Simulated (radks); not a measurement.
The silver ion Ag4+, 43 electrons, occupied as [Kr] 4d7.

Method: scalar-relativistic Kohn-Sham, BLYP, spin-polarised, spherical densities, point nucleus; open shells are filled with parallel spins first (spin-orbit coupling, left out, can overturn this in heavy ions); computed with a radial shooting solver on a logarithmic mesh with Libxc functionals.

Energy parts (eV):
total: -144556.882
kinetic: 150195.016
electron-nucleus: -346962.672
Hartree: 56233.799
exchange-correlation: -4023.024

Orbitals (lengths in bohr, moments of r in powers of bohr; <r^-3> diverges for s and p1/2):
| orbital | occ. | eigenvalue (eV) | <r^4> | <r^-3> |
|---|---|---|---|---|
| 1s up | 1 | -25392.70 | 4.450e-06 | - |
| 1s down | 1 | -25392.70 | 4.450e-06 | - |
| 2s up | 1 | -3788.831 | 0.0007913 | - |
| 2s down | 1 | -3788.168 | 0.0007911 | - |
| 2p up | 3 | -3404.732 | 0.0005673 | 3779 |
| 2p down | 3 | -3404.226 | 0.0005671 | 3780 |
| 3s up | 1 | -741.5601 | 0.03703 | - |
| 3s down | 1 | -741.2245 | 0.03697 | - |
| 3p up | 3 | -615.4926 | 0.03963 | 675.8 |
| 3p down | 3 | -615.1103 | 0.03954 | 675.5 |
| 3d up | 5 | -416.7375 | 0.03799 | 92.36 |
| 3d down | 5 | -416.1445 | 0.03785 | 92.33 |
| 4s up | 1 | -152.1848 | 1.247 | - |
| 4s down | 1 | -149.5948 | 1.246 | - |
| 4p up | 3 | -115.0209 | 1.816 | 116.9 |
| 4p down | 3 | -112.3737 | 1.827 | 117.4 |
| 4d up | 5 | -60.8574 | 4.820 | 10.93 |
| 4d down | 2 | -58.3277 | 5.099 | 10.83 |

The highest occupied level is 4d down at -58.328 eV. Summed over all electrons, <r^2> = 22.99 bohr^2, which gives a Langevin (diamagnetic) susceptibility term of -18.2 x 10^-6 cm^3/mol. Spin moment in Bohr magnetons: 3. For comparison, the ionisation energy in NIST's Atomic Spectra Database is 65 eV (theoretical). In exact Kohn-Sham theory the highest level is minus the ionisation energy, but local and semilocal functionals leave it too shallow, through self-interaction and a potential that decays too fast; potentials with the right tail come closer. The density falls to 0.001 e/bohr^3 at r = 2.90 bohr.
